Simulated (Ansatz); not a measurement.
Si(OAc)2Me2 (C₆H₁₂O₄Si), 23 atoms. Hardware: 4 threads of Arm Neoverse V2 on a shared host.

Correlated methods freeze 15 core orbitals.

Question: How many basis functions does each of these Ansatz runs have, and roughly what does it cost? HF/STO-3G, charge 0 singlet, energy; PBE0-D4/def2-SVP, charge 0 singlet, energy, from earlier orbitals; MP2/def2-SVP, charge 0 singlet, energy, from earlier orbitals; PBE0-D4/def2-TZVP, charge 1 doublet at the geometry of the charge 0 singlet, energy; B3LYP-D4/6-31G, charge 0 singlet, energy; PBE-D4/def2-SVP, charge 0 singlet, energy, from earlier orbitals; r2SCAN-D4/def2-TZVP, charge 0 singlet, energy, from earlier orbitals; r2SCANh-D4/def2-TZVP, charge 0 singlet, energy, from earlier orbitals; PBE-D4/def2-TZVP, charge 0 triplet at the geometry of the charge 0 singlet, energy, from earlier orbitals; PBE0-D4/def2-TZVP, charge 0 singlet, energy, from earlier orbitals; HF/6-31G, charge 0 singlet, energy; r2SCAN-D4/def2-SVP, charge 0 singlet, relaxation, 11 steps.

Answer: Other jobs shared the machine, so times can vary by a factor of up to 3. A dash marks memory too small to be measured apart from the calling script's.

| run | functions | fitting or Cholesky vectors | wall time | peak host memory (GiB) |
| --- | --- | --- | --- | --- |
| HF/STO-3G, charge 0 singlet, energy | 71 | 994 | 0.5 s | – |
| HF/6-31G, charge 0 singlet, energy | 127 | 1586 | 1.2 s | – |
| B3LYP-D4/6-31G, charge 0 singlet, energy | 127 | 1586 | 3 s | – |
| PBE-D4/def2-SVP, charge 0 singlet, energy, from earlier orbitals | 218 | 2412 | 3.2 s | – |
| MP2/def2-SVP, charge 0 singlet, energy, from earlier orbitals | 218 | 2186 | 4.8 s | – |
| PBE0-D4/def2-SVP, charge 0 singlet, energy, from earlier orbitals | 218 | 2412 | 5 s | 1 |
| r2SCAN-D4/def2-TZVP, charge 0 singlet, energy, from earlier orbitals | 419 | 2464 | 14 s | 1 |
| PBE0-D4/def2-TZVP, charge 0 singlet, energy, from earlier orbitals | 419 | 2480 | 16 s | 1.9 |
| r2SCANh-D4/def2-TZVP, charge 0 singlet, energy, from earlier orbitals | 419 | 2464 | 20 s | 1.9 |
| PBE-D4/def2-TZVP, charge 0 triplet at the geometry of the charge 0 singlet, energy, from earlier orbitals | 419 | 2464 | 43 s | 2.6 |
| PBE0-D4/def2-TZVP, charge 1 doublet at the geometry of the charge 0 singlet, energy | 419 | 2480 | 50 s | 2.4 |
| r2SCAN-D4/def2-SVP, charge 0 singlet, relaxation, 11 steps | 218 | 2412 | 53 s | – |
